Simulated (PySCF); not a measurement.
C₅H₃F, SMILES C#CC(F)=C=C.

Geometry optimised at B3LYP-D3(BJ)/def2-SVP. The structure was generated by enumeration, and PubChem lists no compound with its InChIKey, so it may never have been made.

Level of theory: r2SCAN/def2-TZVP (PySCF).

Question: Estimate the frontier levels, gap, dipole moment and polarisability. (An estimate is asked for; the answer gives what the named calculation found.)

Answer: 
```json
{
  "highest_occupied_level": "-6.20 eV",
  "lowest_empty_level": "-1.97 eV",
  "orbital_gap": "4.23 eV",
  "dipole_moment": "1.94 D",
  "quadrupole, principal values (traceless, Buckingham form, about the centre of nuclear charge)": "-5.98, -4.29, 10.27 D·Å",
  "mean_static_polarisability": "64.5 bohr³ (9.55 Å³)",
  "polarisability_principal_values": "35.5, 48.7, 109.1 bohr³"
}
```
